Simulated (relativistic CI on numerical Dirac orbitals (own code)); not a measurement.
## Transition arrays of Eu²⁶⁺

Calculated at this level of theory: Dirac-Coulomb-Breit CI, orbitals from a KLI potential per configuration, model QED, valence Slater integrals scaled by 0.9, whole transition arrays (own radial code, finite nucleus).

Configurations in the expansion (outside the closed core [Ar] 3d10 4s2): 4p6.4d, 4p6.4f, 4p5.4d2, 4p6.5p, 4p6.5f. Levels of other configurations are missing.

All E1 lines from the levels of 4p6.4d; mean and standard deviation are weighted by gf, and upper levels are sorted by their leading configuration.

```csv
Upper configuration,Lines,Σgf,Mean (eV),Mean (nm),σ (eV),Strongest line (nm)
4p6.4f,1,1.4,144.10,8.604,0.00,8.604
4p5.4d2,62,46.3,166.58,7.443,12.77,7.161
4p6.5p,3,1.0,309.70,4.003,4.20,3.972
4p6.5f,3,2.7,430.01,2.883,3.38,2.901
```

Σgf per state of the lower configuration in bins of 0.2 nm over the central range (centre: value): 2.9: 0.27, 3.9: 0.06, 4.1: 0.04, 7.1: 2.09, 7.3: 1.06, 7.5: 0.75, 7.7: 0.05, 8.3: 0.02, 8.5: 0.03, 8.7: 0.22, 8.9: 0.13, 9.1: 0.16, 9.3: 0.09.

Q: How do configuration mixing and the scaling of the Slater integrals move the arrays?

A: Slater scale 0.9, no configuration mixing: 4p6.4f 147.6 ± 3.1 eV (Σgf 5.5), 4p5.4d2 162.5 ± 15.2 eV (Σgf 40.6), 4p6.5p 309.8 ± 4.2 eV (Σgf 1.1), 4p6.5f 430.0 ± 3.4 eV (Σgf 2.7); Slater scale 1: 4p6.4f 144.0 ± 0.0 eV (Σgf 1.3), 4p5.4d2 169.6 ± 12.6 eV (Σgf 47.3), 4p6.5p 309.7 ± 4.2 eV (Σgf 1.0), 4p6.5f 430.0 ± 3.4 eV (Σgf 2.7); Slater scale 0.8: 4p6.4f 144.2 ± 0.0 eV (Σgf 1.5), 4p5.4d2 163.5 ± 13.0 eV (Σgf 45.3), 4p6.5p 309.7 ± 4.2 eV (Σgf 1.0), 4p6.5f 430.0 ± 3.4 eV (Σgf 2.7). With mixing, levels are counted to their leading configuration, so an array can shrink or vanish into another, and the sums then hold other lines.
